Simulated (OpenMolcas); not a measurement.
# V2+, Nb2+, Ta2+: d3 down the group

```
Program             : OpenMolcas
Method              : XMS-CASPT2, IPEA 0.25 Eh, imaginary shift 0.1 Eh
Basis               : ANO-RCC-VTZP
Scalar Hamiltonian  : DKH2, point nucleus
Spin-orbit coupling : state interaction with AMFI integrals over the reference wave functions, term energies averaged over their components
```

Active space for each ion: 3 electrons in 6 orbitals (d s); closed shells correlated by CASPT2: V2+ 3s 3p; Nb2+ 4s 4p; Ta2+ 5s 5p.

Computed levels in cm-1 above 4F 3/2:

```csv
Level,V2+,Nb2+,Ta2+
4F 5/2,162,537,2860
4F 7/2,385,1225,5410
4F 9/2,663,2020,7400
4P 1/2,11790,8860,13750
2G 7/2,13110,10020,12180
2P 1/2,16550,11230,8080
2H 9/2,17990,13750,19300
2H 11/2,18170,14090,19130
2F 7/2,28910,20710,30270
weight of 4F in the lowest level (%),100,99,81
```

Mixed levels, with the weight of the term that names them: Ta2+ 2H 9/2 (56 %).

Measured, with the error of the calculation in %. Measured levels: V2+ from Sugar and Corliss, J. Phys. Chem. Ref. Data 7, 1191 (1978); Nb2+ from the list in Shadmi, J. Res. Natl. Bur. Stand. 70A, 435 (1966).

```tsv
Level	V2+	Nb2+
4F 5/2	146 (+11.5)	516 (+4.1)
4F 7/2	342 (+12.7)	1177 (+4.1)
4F 9/2	584 (+13.6)	1939 (+4.1)
4P 1/2	11514 (+2.4)	8664 (+2.2)
2G 7/2	11966 (+9.6)	9236 (+8.5)
2P 1/2	15580 (+6.2)	
2H 9/2	16811 (+7.0)	12916 (+6.5)
2H 11/2	16978 (+7.0)	13264 (+6.2)
2F 7/2	27728 (+4.3)	19861 (+4.3)
```

The fine-structure level 4F 9/2 changes by a factor of 11.2 from V2+ to Ta2+.

Without spin-orbit coupling 4P lies 11580, 8300, 8530 cm-1 above 4F in that order; the difference to the level 4P 1/2, of either sign, comes from spin-orbit coupling, which also lowers the zero.

CASPT2 does not keep the components of a term degenerate, so their means are used; among the terms shown or strongly mixed into the levels shown the widest spread is 2600 cm-1 (3d3 4F, V2+). Over all roots computed the reference weight is 0.86 to 0.94 in Nb2+, 0.89 to 0.95 in Ta2+; the roots of lowest weight are the least certain, and an intruder state may touch them. Terms from blocks run as CI alone lack orbitals of their own. Configurations are named by rounded mean occupations; where the s occupation lies near a half they are strongly mixed, a name can repeat and a true partner stay unpaired (holds for Nb2+; Ta2+). The CASPT2 spread within a term exceeds the gap to the next term for 4d3 4P and 4d3 2G, 4d3 2G and 4d3 2P, so the order of their levels is uncertain (holds for Nb2+). Measured partners are found by configuration, term and J. A level has none where our copy of the source lacks it or the pairing is in doubt (some pairs that miss far off the trend of their configuration count as doubtful), and it then counts in no deviation. Levels of configurations outside the active space are missing.
